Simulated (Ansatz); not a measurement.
Cost and result for the atomization energy of `NC(O)O[SiH3]` (12 atoms, 11 bonds).

Cartesian coordinates in Å:
```
N -1.717 0.695 -0.836
C -0.345 0.488 -0.527
O 0.183 -0.517 -1.346
O -0.139 0.072 0.790
Si 1.259 -0.659 1.298
H -2.255 -0.115 -0.547
H -2.076 1.509 -0.355
H 0.189 1.438 -0.684
H -0.102 -0.332 -2.246
H 2.446 0.075 0.784
H 1.213 -0.572 2.778
H 1.345 -2.083 0.892
```

Total charge 0; spin multiplicity 1. The geometry is a stationary point of PBE0-D4/def2-TZVP. It is one conformer, not always the lowest. Program: Ansatz. All runs use 4 threads of an Arm Neoverse V2 on a shared host. Times are those of one run each, without the atoms' runs, and a repeat can differ threefold. Electronic energies, without spin–orbit coupling; frozen cores. CCSD(T)/CBS adds CCSD(T) − MP2 in def2-TZVPP to the MP2 limit, and its time is that of the two runs behind it. T1 = 0.011. B3LYP takes the VWN-RPA correlation (the form of Gaussian; ORCA's B3LYP/G).

CCSD(T)/CBS is a level of theory with its own doubt, some kJ/mol a heavy atom from the limit and from the frozen cores, so smaller differences don't rank the functionals.

```json
{"level": "PBE-D4/def2-TZVPP (with forces)", "functions": "264", "wall time": "2.1 s"}
{"level": "PBE0-D4/def2-TZVPP", "functions": "264", "wall time": "2.5 s"}
{"level": "B3LYP-D4/def2-TZVPP (with forces)", "functions": "264", "wall time": "3.9 s"}
{"level": "r2SCAN-D4/def2-TZVPP (with forces)", "functions": "264", "wall time": "4.1 s"}
{"level": "B2PLYP/def2-TZVPP", "functions": "264", "wall time": "4.8 s"}
{"level": "ωB97X-V/def2-TZVPP", "functions": "264", "wall time": "7 s"}
{"level": "ωB97M-V/def2-TZVPP (with forces)", "functions": "264", "wall time": "9.5 s"}
{"level": "MP2/def2-QZVPP", "functions": "508", "wall time": "21 s"}
{"level": "CCSD(T)/def2-TZVPP", "functions": "264", "wall time": "2.8 min"}
{"level": "CCSD(T)/CBS(def2)", "functions": "–", "wall time": "3.1 min"}
```

Q: What atomization energy does each give, and how far from CCSD(T)/CBS? (Best estimate.)

A: Ansatz gave: 
| level | atomization (kJ/mol) | difference from CCSD(T)/CBS | per bond |
| --- | --- | --- | --- |
| PBE-D4/def2-TZVPP (with forces) | 4370.9 | 61.2 | 5.6 |
| PBE0-D4/def2-TZVPP | 4273.1 | -36.6 | -3.3 |
| B3LYP-D4/def2-TZVPP (with forces) | 4296.8 | -12.9 | -1.2 |
| r2SCAN-D4/def2-TZVPP (with forces) | 4291.0 | -18.7 | -1.7 |
| B2PLYP/def2-TZVPP | 4249.1 | -60.6 | -5.5 |
| ωB97X-V/def2-TZVPP | 4321.2 | 11.5 | 1.1 |
| ωB97M-V/def2-TZVPP (with forces) | 4318.3 | 8.6 | 0.8 |
| MP2/def2-QZVPP | 4325.7 | 16.0 | 1.5 |
| CCSD(T)/def2-TZVPP | 4179.2 | -130.5 | -11.9 |
| CCSD(T)/CBS(def2) | 4309.7 | 0.0 | 0.0 |

In def2-TZVPP, CCSD(T) changes the Hartree–Fock value by +1203.5 kJ/mol (the triples alone add +65.6 kJ/mol) and MP2 by +1272.3 kJ/mol; breaking electron pairs costs correlation energy, which Hartree–Fock lacks. The D4 term adds +34.8 kJ/mol with B3LYP and +18.2 kJ/mol with PBE0; it sums over pairs of atoms, weighted by their polarisabilities, and B3LYP, whose exchange is more repulsive, gets the larger term. From PBE to PBE0 (25 % exact exchange), in def2-TZVPP and without D4, the atomization energy moves by −94.3 kJ/mol: exact exchange takes away binding that semilocal exchange gives to molecules.
